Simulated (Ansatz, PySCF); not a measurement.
Molecule: H₆Se (charge 0, singlet). SMILES: [SeH6]
Structure (B3LYP-D3(BJ)/def2-TZVP (Ansatz, a quantum-chemistry and plane-wave program) minimum search):
```xyz
7

Se     0.0000     0.0000     0.0000
H      1.5612     0.0042     0.0010
H     -1.5612    -0.0042    -0.0010
H     -0.0042     1.5612     0.0049
H      0.0042    -1.5612    -0.0049
H     -0.0010    -0.0049     1.5612
H      0.0010     0.0049    -1.5612
```

Quantity: atomisation energy (electronic, to ground-state atoms), in kJ/mol. Correlated levels leave the core frozen unless marked. Open shells are spin-unrestricted. No spin-orbit coupling. Frozen are the shells of the preceding noble gas and the d and f shells that filled before the atom's block. Non-relativistic. FCI takes restricted orbitals. The coupled-cluster limit lacks core correlation, which all-electron functionals hold. CBS marks a two-point X^-3 extrapolation of the correlation energy; Hartree-Fock from the larger set.

```json
[
 {"level": "HF/def2-TZVPD", "program": "PySCF", "atomisation energy (kJ/mol)": "586.3"},
 {"level": "BLYP/def2-TZVPD", "program": "Ansatz", "atomisation energy (kJ/mol)": "1082.5"}
]
```

Question: What does CCSD(T)/CBS(cc-pVTZ,cc-pVQZ) (Ansatz) give?

Answer: 1094.2 kJ/mol
